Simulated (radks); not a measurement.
Values are calculated unless marked as measured or tabulated.
Q: Ionisation of Ga+, [Ar] 3d10 4s2, to Ga2+, [Ar] 3d10 4s1, under several functionals. Scalar-relativistic Kohn-Sham, spin-polarised, spherical densities, point nucleus; open shells are filled with parallel spins first; a radial shooting solver on a logarithmic mesh with Libxc functionals. Known Delta-SCF values: HCTH/407 20.914 eV; LDA (Slater exchange, Perdew-Wang correlation) 21.170 eV. What does revPBE give, and what is its highest occupied eigenvalue?

A: 20.618 eV by Delta-SCF; the 4s eigenvalue is -16.225 eV. NIST: 20.515 eV (measured).
